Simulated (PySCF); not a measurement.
Compound: C2H10Si2.
Cartesian coordinates in Å at the PBE0-D3(BJ)/def2-SVP level; atoms count from 1:
```
atom  x, y, z in Å
C1    -1.8360    0.4767   -0.3570
Si2   -0.9501   -0.2075    1.1525
C3     0.8813    0.2422    1.1445
Si4    1.8715   -0.4107   -0.3146
H5    -1.7608    1.5749   -0.3912
H6    -2.9039    0.2103   -0.3334
H7    -1.4067    0.0771   -1.2886
H8    -1.5885    0.3317    2.3962
H9    -1.0830   -1.6994    1.1852
H10    1.3356   -0.1432    2.0739
H11    0.9810    1.3413    1.1747
H12    1.7283   -1.8961   -0.4203
H13    1.3831    0.1943   -1.5933
H14    3.3245   -0.0857   -0.1736
```

Jobs on this species (14 atoms, 50 electrons) with PySCF (density fitting). Hardware of each: one thread, Arm Neoverse V1 (aarch64), shared host. The host was shared with other jobs, so the times are rough. Peak memory is the resident size of the whole Python process, interpreter and libraries included.

**Question.** Rank these jobs by wall time, shortest first.
A. KT3/pcSseg-2; shieldings; 298 basis functions
B. HF/pcSseg-2; shieldings; 298 basis functions
C. PBE0/6-31G; shieldings, charges and field gradients; 64 basis functions

**Answer.** C (5.4 s), B (22 s), A (56 s).

All jobs:

```
level and settings                                     work  basis functions  SCF cycles  wall time  peak memory
        PBE0/6-31G  shieldings, charges and field gradients               64          12      5.4 s     0.42 GiB
       HF/pcSseg-2                               shieldings              298           9       22 s      1.2 GiB
 mPW1PW91/pcSseg-2                               shieldings              298          12       43 s      1.2 GiB
      LDA/pcSseg-2                               shieldings              298          13       45 s      1.1 GiB
     WP04/pcSseg-2                               shieldings              298          14       49 s      1.2 GiB
      KT3/pcSseg-2                               shieldings              298          14       56 s     0.97 GiB
      PBE/pcSseg-2                               shieldings              298          14       60 s     0.98 GiB
     BP86/pcSseg-2                               shieldings              298          14       66 s     0.98 GiB
CAM-B3LYP/pcSseg-2                               shieldings              298          11       68 s      1.4 GiB
```

**Question.** What do all jobs in the table cost together?

**Answer.** About 6.9 min; the longest takes about 16 % of that, and about 13 times as long as the shortest.
